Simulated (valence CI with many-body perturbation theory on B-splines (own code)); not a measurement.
## Tc³⁰⁺: electric-dipole lines

Computed by configuration interaction combined with many-body perturbation theory (CI+MBPT): three valence electrons over a frozen Dirac-Fock core [Ne], a basis of 11 s, 11 p, 10 d, 8 f, 5 g, 2 h functions for each j, with the one-electron correlation potential Σ1, the two-electron term Σ2, the three-electron term Σ3, Breit, model QED; selected CI, second order for the rest, scaled by the run's own slope (own B-spline code, finite nucleus).

No measured spectrum was set against this ion. As an estimate, large intervals hold to a few tenths of a per cent, small ones and those within an open d or f shell to about a per cent.

Lines 101 to 150 of 582 in falling wavelength, among levels below 835.47 eV, chosen from the strongest by gf and those to the six lowest levels. Wavelengths and rates use the calculated energies. Electric multipoles are in the length gauge with retardation, E1 and E2 with the static RPA response of the core. Weak lines are less certain than strong ones. Lines between different terms over intervals too small for the method are left out, as are lines whose strength nearly cancels. The highest levels of a list are the least certain.

Names give the largest LS component (configuration and term), which can be under half, so a name can repeat, a term be missing and a line seem to break the LS rules; names also repeat where a configuration has a term twice. Letters in brackets count levels of one name in rising energy.

```
λ vac (nm)               Upper               Lower   A (s⁻¹)  S (a.u.)
     12.20        3s3d² ²D_3/2  3s3p3d ²P°_1/2 [b]  1.16e+10  4.17e-02
     12.17       3p3d² ⁴F°_7/2        3s3d² ⁴F_7/2  8.90e+09  6.33e-02
     12.16   3p3d² ²G°_7/2 [b]    3p²3d ²F_5/2 [c]  9.62e+10  6.83e-01
     12.13   3p3d² ⁴D°_7/2 [b]        3s3d² ⁴F_9/2  9.19e+09  6.48e-02
     12.11        3s3d² ²D_5/2  3s3p3d ²P°_3/2 [a]  3.66e+10  1.92e-01
     12.10   3p3d² ²G°_7/2 [a]    3p²3d ²F_5/2 [b]  4.54e+10  3.18e-01
     12.07          3d³ ²P_3/2   3p3d² ²P°_3/2 [b]  2.59e+10  9.00e-02
     12.06   3p3d² ²G°_7/2 [b]        3s3d² ²F_7/2  2.76e+10  1.91e-01
     12.04       3p3d² ⁴P°_5/2        3s3d² ⁴P_3/2  2.51e+10  1.30e-01
     12.03    3p²3d ²F_5/2 [b]  3s3p3d ⁴P°_3/2 [a]  2.94e+10  1.51e-01
     12.01   3p3d² ⁴D°_3/2 [a]    3p²3d ²P_1/2 [a]  1.29e+10  4.41e-02
     12.01      3d³ ²D_3/2 [b]   3p3d² ²P°_3/2 [c]  2.52e+10  8.62e-02
     12.00        3p²3d ⁴F_7/2      3s3p3d ⁴F°_7/2  9.00e+09  6.14e-02
     11.99      3d³ ²D_5/2 [b]   3p3d² ²P°_3/2 [c]  5.29e+10  2.70e-01
     11.99      3p3d² ⁴G°_11/2    3p²3d ⁴F_9/2 [b]  1.26e+10  1.29e-01
     11.97    3p²3d ²F_7/2 [b]  3s3p3d ²F°_7/2 [a]  4.73e+10  3.20e-01
     11.93   3p3d² ²D°_3/2 [b]        3s3d² ²D_3/2  2.55e+10  8.56e-02
     11.92      3s3p3d ⁴D°_3/2        3s3p² ²D_3/2  4.34e+09  1.45e-02
     11.92   3p3d² ²D°_5/2 [b]        3s3d² ²D_5/2  9.30e+09  4.66e-02
     11.90       3p3d² ⁴F°_7/2        3s3d² ⁴F_5/2  1.56e+10  1.04e-01
     11.89      3s3p3d ⁴D°_1/2        3s3p² ²D_3/2  3.28e+08  5.45e-04
     11.89   3p3d² ²P°_1/2 [a]        3s3d² ²D_3/2  2.69e+10  4.46e-02
     11.85      3s3p3d ⁴P°_5/2        3s3p² ²D_3/2  5.72e+08  2.82e-03
     11.85   3p3d² ²F°_7/2 [b]    3p²3d ²D_5/2 [c]  3.15e+10  2.07e-01
     11.79          3d³ ²F_7/2   3p3d² ²F°_5/2 [b]  6.58e+09  4.25e-02
     11.78    3p²3d ²P_1/2 [a]  3s3p3d ²D°_3/2 [a]  2.48e+10  4.00e-02
     11.77          3d³ ²F_5/2   3p3d² ²F°_5/2 [b]  1.11e+10  5.36e-02
     11.76          3d³ ⁴F_5/2   3p3d² ⁴D°_3/2 [b]  1.62e+10  7.81e-02
     11.75          3d³ ²H_9/2   3p3d² ²F°_7/2 [a]  1.48e+10  1.19e-01
     11.74   3p3d² ⁴D°_7/2 [b]        3s3d² ⁴F_7/2  1.68e+10  1.07e-01
     11.74          3d³ ²G_7/2   3p3d² ²F°_7/2 [a]  8.71e+09  5.56e-02
     11.73   3p3d² ²P°_3/2 [c]        3s3d² ²S_1/2  2.74e+10  8.73e-02
     11.73   3p3d² ²P°_3/2 [c]        3s3d² ²P_3/2  9.54e+10  3.04e-01
     11.72   3p3d² ²F°_5/2 [a]        3s3d² ⁴P_5/2  8.39e+09  4.00e-02
     11.72        3p²3d ⁴D_7/2      3s3p3d ⁴D°_7/2  1.79e+10  1.14e-01
     11.69        3s3d² ²D_3/2  3s3p3d ²P°_1/2 [a]  3.54e+10  1.11e-01
     11.67          3d³ ⁴F_7/2       3p3d² ⁴P°_5/2  6.20e+09  3.90e-02
     11.67   3p3d² ²D°_5/2 [c]        3s3d² ²F_7/2  4.13e+10  1.95e-01
     11.67    3p²3d ²F_5/2 [b]  3s3p3d ²D°_3/2 [a]  3.25e+10  1.53e-01
     11.65  3s3p3d ²D°_3/2 [b]        3s²3d ²D_3/2  4.22e+10  1.32e-01
     11.63      3s3p3d ⁴F°_3/2        3s3p² ⁴P_3/2  3.97e+08  1.23e-03
     11.63      3d³ ²D_5/2 [a]   3p3d² ²D°_5/2 [b]  5.22e+10  2.43e-01
     11.61   3p3d² ²P°_1/2 [b]        3s3d² ²P_1/2  2.52e+10  3.90e-02
     11.59  3s3p3d ²F°_7/2 [b]        3s²3d ²D_5/2  1.06e+11  6.51e-01
     11.58        3s3p² ²D_3/2       3s²3p ²P°_1/2  2.42e+10  7.41e-02
     11.57   3p3d² ²F°_5/2 [b]    3p²3d ²D_3/2 [b]  6.01e+10  2.76e-01
     11.57    3p²3d ²D_5/2 [c]  3s3p3d ²F°_7/2 [b]  1.99e+10  9.14e-02
     11.57      3d³ ²D_3/2 [a]   3p3d² ²D°_3/2 [b]  2.02e+10  6.16e-02
     11.55       3p3d² ⁴S°_3/2        3s3d² ⁴P_3/2  1.27e+10  3.87e-02
     11.55   3p3d² ²G°_9/2 [b]        3s3d² ²G_9/2  2.42e+10  1.84e-01
```
